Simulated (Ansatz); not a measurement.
Consider the redistribution: `[SiH3][N]([SiH3])[Mg][N]([SiH3])[SiH3]` + `[SiH]S` → `[MgH][N]([SiH3])[SiH3]` + `[SiH3]N([SiH3])[Si]S`.

Gas-phase electronic energies from Ansatz, PBE0-D4/def2-TZVP geometries. CCSD(T)/CBS adds triple-zeta CCSD(T) − MP2 to the extrapolated MP2 energy (def2 sets, frozen cores). This one scheme is used for every species. Functionals use def2-TZVPP. For Mg outer-core shells are correlated without core-valence functions, which leaves a few kJ/mol of doubt a bond. Each species was taken in one conformer, which may not be the lowest.

```csv
level,ΔE (eV)
BLYP,0.07
r2SCAN,0.08
r2SCANh,0.08
LC-ωPBE,0.06
RPA@PBE/def2-TZVPP,0.11
CCSD/def2-TZVPP,0.10
SCS-MP2/def2-QZVPP,0.14
HF/CBS(def2),0.14
```

What does CCSD(T)/CBS give? (Estimate.)

The calculation gave: +0.17 eV. The listed levels differ from it by -0.10, -0.09, -0.09, -0.11, -0.06, -0.07, -0.03, -0.03 eV.

Largest T1 diagnostic among the species: 0.016.

The D4 term adds −0.13 eV with B3LYP and −0.06 eV with PBE0; it sums over pairs of atoms, weighted by their polarisabilities, and B3LYP, whose exchange is more repulsive, gets the larger term. In def2-TZVPP, CCSD(T) changes the Hartree–Fock value by −0.06 eV (the triples alone add −0.03 eV) and MP2 by −0.09 eV. At CCSD(T), def2-SVP lies −0.04 eV from the extrapolated value and def2-TZVPP −0.11 eV.

B3LYP here is the variant with VWN-RPA as its local correlation; programs differ in this.
